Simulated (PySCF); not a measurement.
SiFI₃, SMILES F[Si](I)(I)I.

Geometry optimised at PBE-D3(BJ)/def2-SVP. The def2 effective core potentials stand for the cores of I; spin–orbit coupling is left out.

The numbers are results of PBE-D3(BJ)/def2-SVP (PySCF), not measurements.

Frequencies are harmonic and unscaled.

Modes within 1.5 cm⁻¹ of each other (mostly degenerate sets) share a row, with their intensities summed.

Question: List the normal modes with their intensities. (An estimate is asked for; the answer gives what the named calculation found.)

Answer: 
| mode | ν (cm⁻¹) | IR (km/mol) | moving atoms (share of kinetic energy) |
|---|---|---|---|
| 1–2 | 70 | 0.0 | I 90 % |
| 3 | 114 | 0.0 | I 75 %, Si 15 %, F 10 % |
| 4–5 | 181 | 6.9 | F 79 %, I 21 % |
| 6 | 234 | 0.8 | I 36 %, Si 36 %, F 28 % |
| 7–8 | 430 | 351.7 | Si 89 %, I 9 % |
| 9 | 875 | 89.8 | F 57 %, Si 43 % |
